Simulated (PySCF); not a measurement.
**Single point on NaHg**

State: ²Σ⁺ (doublet), unpaired electrons σ ↑.

An equivalent input (the run itself took its basis sets from the Basis Set Exchange, started from a PBE0 density and held the occupation σ 8α 7β, πx 3α 3β, πy 3α 3β, δx 1α 1β, δy 1α 1β):

```python
from pyscf import gto, scf
mol = gto.M(atom='Na 0 0 0; Hg 0 0 3.507', basis={'Na': 'def2-SVPD', 'Hg': 'def2-SVPD'}, ecp={'Hg': 'def2-SVPD'},
            charge=0, spin=1, verbose=4, symmetry='C2v')
mf = scf.UHF(mol)
mf.irrep_nelec = {'A1': (9, 8), 'A2': (1, 1), 'B1': (3, 3), 'B2': (3, 3)}
mf.conv_tol = 1e-9
mf.max_cycle = 60
mf.diis_space = 10
mf.kernel()
```

The log (some set-up lines and the per-cycle HOMO/LUMO lines removed):

```
******** <class 'pyscf.scf.uhf_symm.SymAdaptedUHF'> ********
method = SymAdaptedUHF
damping factor = 0
level_shift factor = 0
DIIS = <class 'pyscf.scf.diis.CDIIS'>
diis_start_cycle = 1
diis_space = 10
diis_damp = 0
SCF conv_tol = 1e-09
SCF conv_tol_grad = None
SCF max_cycles = 60
number electrons alpha = 16  beta = 15
Set gradient conv threshold to 3.16228e-05
init E= -314.329389817723
cycle= 1 E= -314.339119873593  delta_E= -0.00973  |g|= 0.0291  |ddm|= 0.387
cycle= 2 E= -314.339916928687  delta_E= -0.000797  |g|= 0.008  |ddm|= 0.133
cycle= 3 E= -314.34005347372  delta_E= -0.000137  |g|= 0.00341  |ddm|= 0.0492
cycle= 4 E= -314.34008074244  delta_E= -2.73e-05  |g|= 0.00151  |ddm|= 0.019
cycle= 5 E= -314.340094814644  delta_E= -1.41e-05  |g|= 0.000741  |ddm|= 0.0137
cycle= 6 E= -314.340099007255  delta_E= -4.19e-06  |g|= 0.000356  |ddm|= 0.00907
cycle= 7 E= -314.340099391927  delta_E= -3.85e-07  |g|= 0.000174  |ddm|= 0.0024
cycle= 8 E= -314.340099608659  delta_E= -2.17e-07  |g|= 8.07e-05  |ddm|= 0.00172
cycle= 9 E= -314.340099678112  delta_E= -6.95e-08  |g|= 2.63e-05  |ddm|= 0.00107
cycle= 10 E= -314.340099684658  delta_E= -6.55e-09  |g|= 3.85e-06  |ddm|= 0.000396
cycle= 11 E= -314.340099684743  delta_E= -8.51e-11  |g|= 7.49e-07  |ddm|= 8.34e-05
Extra cycle  E= -314.340099684745  delta_E= -2.1e-12  |g|= 3.82e-07  |ddm|= 8.58e-06
converged SCF energy = -314.340099684745  <S^2> = 0.75438625  2S+1 = 2.0043815
```

A point of this curve took 0.19 CPU seconds beside 0.2 for the integrals, on Oxide Virtual Turin-like (shared host).

Spin–orbit coupling is left out. The state was picked by a PBE0 search and need not be the measured ground state.
